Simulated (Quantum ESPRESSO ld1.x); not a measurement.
Pm30+, 31 electrons, occupied as [Ar] 3d10 4s2 4p1 (the NIST ground configuration).

All-electron calculation, Dirac Kohn-Sham, PBE, spin-unpolarised, spherical densities, point nucleus; open shells are shared between the two j in proportion to 2j + 1. Program: ld1.x of Quantum ESPRESSO 7.5.

Energy parts (hartree):
part                     energy
total                  -9554.73
kinetic                10366.90
electron-nucleus      -22057.43
Hartree                 2326.38
exchange-correlation    -190.59

Orbitals (lengths in bohr, moments of r in powers of bohr; r(max) is where P^2 peaks; r(90%) holds 90 % of the orbital's charge):
| orbital | occ. | eigenvalue (hartree) | <r> | r(max) | r(90%) | small-component weight |
|---|---|---|---|---|---|---|
| 1s1/2 | 2 | -1693.64 | 0.02317 | 0.015 | 0.0418 | 5.13e-02 |
| 2s1/2 | 2 | -308.441 | 0.09828 | 0.084 | 0.153 | 1.13e-02 |
| 2p1/2 | 2 | -294.379 | 0.08229 | 0.064 | 0.135 | 1.13e-02 |
| 2p3/2 | 4 | -273.711 | 0.08877 | 0.069 | 0.144 | 1.06e-02 |
| 3s1/2 | 2 | -96.2537 | 0.2564 | 0.237 | 0.376 | 3.62e-03 |
| 3p1/2 | 2 | -90.2772 | 0.2456 | 0.224 | 0.368 | 3.56e-03 |
| 3p3/2 | 4 | -85.9752 | 0.2574 | 0.235 | 0.384 | 3.36e-03 |
| 3d3/2 | 4 | -75.7513 | 0.2280 | 0.187 | 0.354 | 3.24e-03 |
| 3d5/2 | 6 | -74.8027 | 0.2317 | 0.190 | 0.359 | 3.18e-03 |
| 4s1/2 | 2 | -44.3245 | 0.5254 | 0.515 | 0.743 | 1.49e-03 |
| 4p1/2 | 0.333333 | -41.8870 | 0.5256 | 0.515 | 0.750 | 1.44e-03 |
| 4p3/2 | 0.666667 | -40.5723 | 0.5429 | 0.532 | 0.774 | 1.39e-03 |
| 4d3/2 | 0 | -36.5838 | 0.5364 | 0.519 | 0.780 | 1.29e-03 |
| 4d5/2 | 0 | -36.2999 | 0.5413 | 0.524 | 0.787 | 1.28e-03 |
| 5s1/2 | 0 | -25.5452 | 0.8944 | 0.924 | 1.24 | 8.12e-04 |

The highest occupied level is 4p3/2 at -1104.0 eV. The density falls to 0.001 e/bohr^3 at r = 1.22 bohr. For comparison, the ionisation energy in NIST's Atomic Spectra Database is 1158 eV (theoretical). In exact Kohn-Sham theory the highest level is minus the ionisation energy, but local and semilocal functionals leave it too shallow, through self-interaction and a potential that decays too fast; potentials with the right tail come closer. Summed over all electrons, <r^2> = 2.243 bohr^2, which gives a Langevin (diamagnetic) susceptibility term of -1.78 x 10^-6 cm^3/mol.

Beside tabulated values, note that spin-unpolarised runs miss the spin-polarisation part of the exchange energy of open shells.
